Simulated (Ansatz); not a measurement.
`[BH2][AlH][AlH][CH3]`. Charge 0, multiplicity 1.

```xyz
11

B    -0.315   -2.834   -0.907
Al    0.529   -1.529    0.511
Al   -0.395    0.877    0.871
C     0.214    2.449   -0.131
H    -1.239   -3.560   -0.655
H     0.040   -2.861   -2.055
H     1.772   -2.029    1.388
H    -1.550    1.130    1.950
H     1.032    2.252   -0.826
H     0.535    3.237    0.559
H    -0.622    2.867   -0.705
```

Task: List the harmonic frequencies (cm⁻¹, unscaled) at PBE0-D4/def2-TZVP in Ansatz. (Best estimate.)

Result: Ansatz gave: 43, 49, 84, 108, 235, 312, 329, 356, 474, 493, 551, 563, 614, 640, 758, 851, 1137, 1210, 1433, 1441, 1853, 1863, 2547, 2620, 3028, 3099, 3134.

Task: Is this a minimum?

Result: Yes, all 27 modes are real.

Task: Give the ideal-gas thermochemistry at 298.15 K and 1 bar (rigid rotor, harmonic oscillator; point group C1, symmetry number 1).

Result: Zero-point energy 178.4 kJ/mol; H(298) − E = 204.5 kJ/mol; entropy 388.2 J/(mol·K), of which translation 164.1, rotation 113.4, vibration 110.7; G(298) − E = 88.8 kJ/mol. Modes under 100 cm⁻¹ are hindered rotations or soft bends, so the harmonic entropy is rough.

Task: And at 400, 500, 600, 800 and 1000 K?

Result: 
```json
{"T (K)": "400", "H − E (kJ/mol)": "218.8", "S (J/mol/K)": "429.3", "G − E (kJ/mol)": "47.1"}
{"T (K)": "500", "H − E (kJ/mol)": "234.5", "S (J/mol/K)": "464.2", "G − E (kJ/mol)": "2.4"}
{"T (K)": "600", "H − E (kJ/mol)": "251.4", "S (J/mol/K)": "495.1", "G − E (kJ/mol)": "-45.6"}
{"T (K)": "800", "H − E (kJ/mol)": "288.4", "S (J/mol/K)": "548.2", "G − E (kJ/mol)": "-150.1"}
{"T (K)": "1000", "H − E (kJ/mol)": "328.6", "S (J/mol/K)": "593.0", "G − E (kJ/mol)": "-264.4"}
```
